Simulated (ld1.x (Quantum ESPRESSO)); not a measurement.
# How hard is this O (Z = 8) RRKJ potential?

O (Z = 8), norm-conserving RRKJ (Kleinman–Bylander form), made with ld1.x (Quantum ESPRESSO) 7.5 (LDA (PZ), scalar-relativistic). Core [He], reference 2s2 2p2 (charge +2). Waves: 2p (bound): rc 1.78 bohr; 2s (bound): rc 0.85 bohr. Local part: the s channel. Core correction: none.

The pseudo-atom Hamiltonian at the reference potential is diagonalised in spherical Bessel functions j_l(qr) that vanish at 20 bohr, with q² up to the cutoff. All-electron valence levels (Ry): 2p -3.1862, 2s -4.2642.

Q: How do the lowest levels (Ry) of each channel move with the cutoff, and are there ghosts?

A:

```tsv
cutoff (Ry)	p #1	s #1	s #2	d #1	d #2	f #1	f #2	Σ f·Δε (mRy)
8	-1.9651	-4.0158	-0.9929	-0.5549	-0.2866	-0.2558	-0.1410	2939.0
12	-2.3378	-4.0440	-1.0058	-0.5613	-0.2892	-0.2559	-0.1410	2137.3
21	-2.9240	-4.0715	-1.0089	-0.5650	-0.2907	-0.2559	-0.1411	910.0
30	-3.1487	-4.1307	-1.0177	-0.5656	-0.2909	-0.2559	-0.1411	342.1
45	-3.1859	-4.2173	-1.0322	-0.5658	-0.2910	-0.2559	-0.1411	94.4
55	-3.1860	-4.2454	-1.0372	-0.5658	-0.2910	-0.2559	-0.1411	37.9
70	-3.1862	-4.2577	-1.0396	-0.5658	-0.2910	-0.2559	-0.1411	13.0
100	-3.1862	-4.2595	-1.0400	-0.5659	-0.2910	-0.2559	-0.1411	9.3
120	-3.1862	-4.2604	-1.0401	-0.5659	-0.2911	-0.2559	-0.1411	7.6
180	-3.1862	-4.2638	-1.0406	-0.5659	-0.2911	-0.2559	-0.1411	0.8
230	-3.1862	-4.2641	-1.0407	-0.5659	-0.2911	-0.2559	-0.1411	0.3
400	-3.1862	-4.2642	-1.0407	-0.5659	-0.2911	-0.2559	-0.1411	0.0
```

Result: no extra level below or beside the all-electron valence levels (p, s, d, f tested); 10 mRy is reached at 90 Ry and 1 mRy at 180 Ry.

Its largest configuration-test error is +2694 meV.
